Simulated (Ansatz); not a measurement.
RbH, singlet: energies of several shapes or isomers

Computed with Ansatz's Gaussian-basis code (development build). Basis cc-pwCVTZ-X2C on Rb, cc-pVTZ-DK on H, scalar X2C without spin–orbit coupling, 9 orbitals frozen in the corrections; active space CAS(2,5), shells under the valence barred from it. Restricted Hartree–Fock, then the lowest state-specific CASSCF solution met for each case. Single-reference values can break down or jump between states where bonds are stretched. Solutions in different active orbitals can move differences by tenths of an eV and at times more than 1 eV.

Case A: bond length 2.3670 Å.

Case B: bond length 2.7220 Å.

Energy less that of case A, in eV:

```tsv
case	RHF/ROHF	CASSCF
B	+0.085	+0.070
```

**Question.** Give the SC-NEVPT2 energies against case A.

**Answer.** B: +0.126 eV (2.9 kcal/mol).
